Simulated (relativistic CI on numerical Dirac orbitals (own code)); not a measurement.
Hyperfine structure of Rh²⁸⁺, mass number 103

Method of calculation: Dirac-Coulomb-Breit CI, orbitals from a KLI potential per configuration, model QED, unscaled Slater integrals (own radial code, finite nucleus).

Configurations in the expansion (outside the closed core [Ne]): 3s²3p⁵, 3s3p⁶, 3s²3p⁴3d, 3s3p⁵3d, 3p⁶3d, 3s3p⁴3d², 3s²3p³3d4p, 3p⁶4s, 3s²3p⁴4s, 3s3p⁴3d4s, 3p⁶4p, 3s²3p⁴4p, 3s²3p³3d², 3s²3p²3d³, 3s3p³3d³, 3s²3p²3d²4s, 3s²3p²3d²4p. Double excitations out of closed p, d and f shells are left out; levels of such configurations are missing from the list, as are those of other unlisted configurations, and high levels can miss mixing partners.

Nuclear spin I = 1/2, μ = -0.08829 μN (tables of Stone and Pyykkö). The electronic factors are computed for point nuclear moments, without core polarisation or the Bohr-Weisskopf and QED corrections.

| Level | E (cm⁻¹) | A (MHz) |
| --- | --- | --- |
| 3s²3p⁵ ²P°3/2 | 0 | -6256 |
| 3s²3p⁵ ²P°1/2 | 261145 | -36820 |
| 3s3p⁶ ²S1/2 | 912028 | -74380 |
| 3s²3p⁴3d ⁴D5/2 | 984783 | -4450 |
| 3s²3p⁴3d ⁴D7/2 | 1012499 | -3946 |
| 3s²3p⁴3d ²F7/2 | 1058307 | -3995 |
| 3s²3p⁴3d ⁴F9/2 | 1063736 | -3503 |
| 3s²3p⁴3d ⁴P1/2 | 1145512 | -18120 |

Levels with J = 0, under 50 % of one LS term, or S terms without an open s electron are left out. Small factors come from cancelling terms and can be off by tens of per cent or more.

At this charge energies of transitions that change n are usually good to better than 1 %, and those within a shell (Δn = 0) to a few per cent.

Question: Give the hyperfine levels of 3s²3p⁵ ²P°1/2 relative to its centre of gravity.

Answer: With K = F(F + 1) − I(I + 1) − J(J + 1), E = AK/2: F = 0: 27620, F = 1: -9206 MHz.

LS names give the leading component of a level, which can be under half, so a name can repeat, a term be missing and a line seem to break the LS rules.
